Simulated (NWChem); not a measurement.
A series in which one site is exchanged, each optimised at PBE0/def2-SVP with NWChem, gas phase unless a solvent is named. For some, no frequency run checked for a minimum. def2 effective core potentials on Te, I; no spin-orbit coupling.

A: I[Te]I (TeI2; site = I)
B: Cl[Te]I (TeICl; site = Cl)
C: F[Te]I (TeIF; site = F)
D: [TeH]I (HTeI; site = H)

```tsv
quantity	A	B	C	D
dipole (D), PBE0/def2-SVP	0.89	1.74	___	1.23
orbital gap (eV), PBE0/def2-SVP	3.02	3.32	___	3.46
vertical ionisation energy, ΔSCF, PBE/def2-SVP (eV)	7.92	8.17	___	8.29
vertical ionisation energy, ΔSCF, CAM-B3LYP/def2-SVP (eV)	8.39	8.62	___	8.63
static polarisability, CAM-B3LYP/def2-SVPD (bohr³)	116.8	92.5	___	78.4
```

Task: What belongs in the gaps?

Result: 
- dipole (D), PBE0/def2-SVP, C: 2.27
- orbital gap (eV), PBE0/def2-SVP, C: 3.49
- vertical ionisation energy, ΔSCF, PBE/def2-SVP (eV), C: 8.27
- vertical ionisation energy, ΔSCF, CAM-B3LYP/def2-SVP (eV), C: 8.74
- static polarisability, CAM-B3LYP/def2-SVPD (bohr³), C: 76.2
